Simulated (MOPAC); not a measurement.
MOPAC input (PM3):

```
PM3 1SCF GEO-OK AUX(PRECISION=9) THREADS=1
CHClF2

F    -0.92925200 1    1.15465600 1   -0.28867100 1
C    -0.47716000 1    0.04464200 1    0.31775000 1
F    -1.09408900 1   -1.01463200 1   -0.23143000 1
Cl    1.28023100 1   -0.09512200 1    0.08181600 1
H    -0.69089000 1    0.08900600 1    1.38353900 1
```

Output:

```
 *******************************************************************************
 **                                                                           **
 **                              MOPAC v23.2.5                                **
 **                                                                           **
 *******************************************************************************
 ** MOPAC's Digital Object Identifier: https://doi.org/10.5281/zenodo.6511958 **
 **                                                                           **
 ** Please cite the open-source release paper for use of this MOPAC version:  **
 ** J. E. Moussa and J. J. P. Stewart (2026)                                  **
 ** MOPAC: An open-source semiempirical molecular orbital program             **
 ** J. Open Source Softw., 11(119), 8025, https://doi.org/10.21105/joss.08025 **
 *******************************************************************************

                              PM3 CALCULATION RESULTS

 *******************************************************************************
 *  PM3        - The PM3 Hamiltonian to be used
 *  GEO-OK     - OVERRIDE INTERATOMIC DISTANCE AND OTHER SAFETY CHECKS
 *  1SCF       - DO 1 SCF AND THEN STOP
 *  AUX        - OUTPUT AUXILIARY INFORMATION
 *******************************************************************************
PM3 1SCF GEO-OK AUX(PRECISION=9) THREADS=1
 CHClF2

   ATOM   CHEMICAL          X               Y               Z
  NUMBER   SYMBOL      (ANGSTROMS)     (ANGSTROMS)     (ANGSTROMS)

     1       F         -0.92925200  *   1.15465600  *  -0.28867100  *
     2       C         -0.47716000  *   0.04464200  *   0.31775000  *
     3       F         -1.09408900  *  -1.01463200  *  -0.23143000  *
     4      Cl          1.28023100  *  -0.09512200  *   0.08181600  *
     5       H         -0.69089000  *   0.08900600  *   1.38353900  *

          CARTESIAN COORDINATES

    NO.       ATOM           X           Y           Z

     1         F         -0.9293      1.1547     -0.2887
     2         C         -0.4772      0.0446      0.3178
     3         F         -1.0941     -1.0146     -0.2314
     4        Cl          1.2802     -0.0951      0.0818
     5         H         -0.6909      0.0890      1.3835

  H: (PM3): J. J. P. STEWART, J. COMP. CHEM. 10, 209 (1989).
  C: (PM3): J. J. P. STEWART, J. COMP. CHEM. 10, 209 (1989).
  F: (PM3): J. J. P. STEWART, J. COMP. CHEM. 10, 209 (1989).
 Cl: (PM3): J. J. P. STEWART, J. COMP. CHEM. 10, 209 (1989).

           Empirical Formula: C H F2 Cl  =     5 atoms

      MOLECULAR POINT GROUP   :   Cs

      RHF CALCULATION, NO. OF DOUBLY OCCUPIED LEVELS = 13

 -------------------------------------------------------------------------------
 PM3 1SCF GEO-OK AUX(PRECISION=9) THREADS=1
 CHClF2

     1SCF WAS SPECIFIED, SO BFGS WAS NOT USED
     SCF FIELD WAS ACHIEVED

                              PM3 CALCULATION
                                                       MOPAC v23.2.5 Linux

          FINAL HEAT OF FORMATION =       -108.56554 KCAL/MOL =    -454.23824 KJ/MOL

          COSMO AREA              =         92.20 SQUARE ANGSTROMS
          COSMO VOLUME            =         75.37 CUBIC ANGSTROMS

          IONIZATION POTENTIAL    =         11.360661 EV
          HOMO LUMO ENERGIES (EV) =        -11.361 -0.034
          NO. OF FILLED LEVELS    =         13
          MOLECULAR WEIGHT        =         86.4687         POINT GROUP:  Cs

          MOLECULAR DIMENSIONS (Angstroms)

            Atom       Atom       Distance
           Cl     4    F     1     2.56535
            F     3    H     5     1.99672
            H     5    F     1     1.55888

          SCF CALCULATIONS        =          1

   ATOM   CHEMICAL          X               Y               Z
  NUMBER   SYMBOL      (ANGSTROMS)     (ANGSTROMS)     (ANGSTROMS)

     1       F         -0.92925200  *   1.15465600  *  -0.28867100  *
     2       C         -0.47716000  *   0.04464200  *   0.31775000  *
     3       F         -1.09408900  *  -1.01463200  *  -0.23143000  *
     4      Cl          1.28023100  *  -0.09512200  *   0.08181600  *
     5       H         -0.69089000  *   0.08900600  *   1.38353900  *

                             CARTESIAN COORDINATES

   1    F       -0.929252000     1.154656000    -0.288671000
   2    C       -0.477160000     0.044642000     0.317750000
   3    F       -1.094089000    -1.014632000    -0.231430000
   4   Cl        1.280231000    -0.095122000     0.081816000
   5    H       -0.690890000     0.089006000     1.383539000

           Empirical Formula: C H F2 Cl  =     5 atoms

      MOLECULAR POINT GROUP   :   Cs

                  EIGENVALUES
 -55.70049 -31.74320 -24.35215 -20.86408 -19.63973 -19.23914 -18.79459 -17.08642
 -16.41581 -15.58574 -13.28989 -11.49894 -11.36066  -0.03413   1.85160   2.63254
   2.79469

              NET ATOMIC CHARGES AND DIPOLE CONTRIBUTIONS

  ATOM NO.   TYPE          CHARGE      No. of ELECS.   s-Pop       p-Pop
    1          F          -0.123667        7.1237     1.76859     5.35507
    2          C           0.191910        3.8081     1.19147     2.61662
    3          F          -0.123663        7.1237     1.76859     5.35507
    4         Cl          -0.021680        7.0217     1.98437     5.03731
    5          H           0.077101        0.9229     0.92290
 DIPOLE           X         Y         Z       TOTAL
 POINT-CHG.     0.373     0.001     1.106     1.167
 HYBRID        -0.341     0.034     0.294     0.452
 SUM            0.031     0.035     1.400     1.400

          ATOMIC ORBITAL ELECTRON POPULATIONS

     Atom    s        px        py        pz
    1  F   1.76859   1.90505   1.58067   1.86935
    2  C   1.19147   0.86558   0.78933   0.96171
    3  F   1.76859   1.84952   1.61570   1.88985
    4 Cl   1.98437   1.07548   1.98046   1.98137
    5  H   0.92290

 **********************
 *                    *
 * JOB ENDED NORMALLY *
 *                    *
 **********************

 == MOPAC DONE ==
```

The geometry given is a B3LYP-D3(BJ)/def2-TZVP minimum.
